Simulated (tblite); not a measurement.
C₅H₆F₂O.
Atom-mapped SMILES: `[F:1][CH:2]([F:3])[C@H:4]1[CH:5]=[CH:6][CH2:7][O:8]1` (hydrogens: H9 on C2; H10 on C4; H11 on C5; H12 on C6; H13, H14 on C7)

Computed with GFN2-xTB (tblite), gas phase: Langevin dynamics at 200 K from the optimised GFN2-xTB geometry, time step 0.5 fs, friction 0.01 fs⁻¹, 2000 steps.

Start geometry:
```
atom  x, y, z in Å
F1      1.128   -0.743   -1.648
C2      1.707   -0.286   -0.514
F3      2.579    0.678   -0.893
C4      0.662    0.289    0.466
C5     -0.380    1.102   -0.250
C6     -1.540    0.475   -0.176
C7     -1.385   -0.784    0.618
O8     -0.043   -0.760    1.096
H9      2.273   -1.114   -0.063
H10     1.222    0.858    1.222
H11    -0.135    2.016   -0.756
H12    -2.481    0.770   -0.600
H13    -1.550   -1.674   -0.005
H14    -2.059   -0.830    1.480
```

The statistics below take the 31 frames saved every 25 fs from 250 to 1000 fs; their kinetic temperature (all 3N coordinates) averages 203 K.

Question: How do the bond lengths spread?

Answer: 
```
  bond  start (Å)  mean (Å)  standard deviation (Å)  shortest (Å)  longest (Å)
 F1–C2      1.353     1.355                   0.031         1.310        1.440
 C2–F3      1.354     1.355                   0.028         1.292        1.413
 C2–C4      1.544     1.548                   0.028         1.502        1.627
 C4–C5      1.503     1.503                   0.020         1.449        1.533
 C5=C6      1.321     1.322                   0.017         1.293        1.349
 C6–C7      1.496     1.505                   0.025         1.449        1.568
 C7–O8      1.425     1.428                   0.028         1.385        1.494
 C4–O8      1.413     1.415                   0.032         1.337        1.483
 C2–H9      1.100     1.108                   0.034         1.047        1.176
C4–H10      1.099     1.102                   0.036         1.018        1.157
C5–H11      1.073     1.075                   0.013         1.049        1.114
C6–H12      1.073     1.075                   0.018         1.039        1.105
C7–H13      1.099     1.100                   0.025         1.055        1.164
C7–H14      1.095     1.104                   0.018         1.068        1.137
```

Question: Give the same statistics for bond angles, one of each kind among heavy atoms.

Answer: 
| angle | start (°) | mean (°) | standard deviation (°) | smallest (°) | largest (°) |
| --- | --- | --- | --- | --- | --- |
| F1–C2–F3 | 106.3 | 106.3 | 2.5 | 100.5 | 110.8 |
| F1–C2–C4 | 111.6 | 111.4 | 2.4 | 107.4 | 115.8 |
| F3–C2–C4 | 110.4 | 111.1 | 3.1 | 104.4 | 119.1 |
| C2–C4–C5 | 111.6 | 112.0 | 3.0 | 107.4 | 120.4 |
| C2–C4–O8 | 110.1 | 110.0 | 3.2 | 103.7 | 116.8 |
| C5–C4–O8 | 105.6 | 105.4 | 1.8 | 101.7 | 109.9 |
| C4–C5–C6 | 109.0 | 109.3 | 1.5 | 105.9 | 112.2 |
| C5–C6–C7 | 109.8 | 109.4 | 2.1 | 104.2 | 113.5 |
| C6–C7–O8 | 105.2 | 105.0 | 2.5 | 100.4 | 109.8 |
| C4–O8–C7 | 109.4 | 109.5 | 2.5 | 103.6 | 114.0 |

Question: How far does each atom move about its mean position (frames aligned on the start, all atoms weighted alike), and what rms force does it feel?

Answer: 
```tsv
atom	rms displacement (Å)	rms force (eV/Å)
F1	0.23	0.93
C2	0.06	1.69
F3	0.22	0.94
C4	0.08	1.71
C5	0.08	1.39
C6	0.06	1.50
C7	0.07	1.49
O8	0.14	1.29
H9	0.21	1.05
H10	0.15	1.19
H11	0.16	0.54
H12	0.13	0.68
H13	0.18	0.84
H14	0.16	0.69
```

The displacements run from 0.06 to 0.23 Å.

Question: Follow the torsion F1–C2–C4–C5 through every second one of these frames.

Answer: 
```tsv
t (fs)	F1–C2–C4–C5 (°)
250	-44
300	-46
350	-47
400	-46
450	-47
500	-48
550	-47
600	-45
650	-46
700	-49
750	-49
800	-40
850	-27
900	-27
950	-20
1000	-27
```

Largest departure from the start value over all these frames: F1–C2–C4–C5 21° (start -41°).

Question: How widely does the potential energy scatter, against a harmonic estimate?

Answer: Mean 0.33 eV above the start, standard deviation 0.061 eV, range 0.18 to 0.45 eV. For 36 classical harmonic modes at 200 K the canonical values are 36kT/2 = 0.31 eV and kT·√(36/2) = 0.073 eV.

The run is classical and short, so these are rough statistics of one trajectory.

The cost below is that of the whole dynamics run. Hardware: one thread of an Intel Xeon Platinum 8488C, shared host with 192 logical CPUs at a one-minute load of 32. Cost: 8.8 s of wall time, 0.18 GiB resident at most.
